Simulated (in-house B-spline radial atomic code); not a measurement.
Results of a calculation; reference values are marked as such.
# C6 from the polarisability at imaginary frequency: Mg²⁺

wB97X linear response of the closed shell [He] 2s2 2p6, from an all-electron radial atomic-structure program (B-spline basis); scalar-relativistic (spin-free one-electron X2C), finite nucleus, no spin-orbit coupling.

The dispersion coefficient of two like species is C6 = (3/π) ∫ α(iu)² du from 0 to ∞.

```csv
u (hartree),α(iu) (bohr³)
0,0.5011
0.156,0.4996
0.364,0.493
0.624,0.4782
1.04,0.4437
1.56,0.3919
2.34,0.3163
3.64,0.22
5.2,0.1484
7.79,0.08621
13,0.03863
26,0.01145
```

Question: Fit one oscillator, α(iu) = α(0)/(1 + u²/ω²), through u = 5.2 and estimate C6.

Answer: From α(0)/α(iu) − 1 = 0.5011/0.1484 − 1 = 2.3767, ω = u/√2.3767 = 3.3730 hartree (91.8 eV). London's formula gives C6 = (3/4) α(0)² ω = 0.75 × 0.5011² × 3.3730 = 0.6352 hartree·bohr⁶, and the oscillator holds f = α(0) ω² = 5.70 electrons, of a sum of oscillator strengths of 10.0.

Question: How does that compare with the full integral?

Answer: The program's quadrature over all excitations gives C6 = 0.605, so the single oscillator is off by +5.0 %. At the last point the fit gives α = 0.00829 against 0.0114: higher excitations, and deeper shells where there are any, keep the true curve higher at large u.
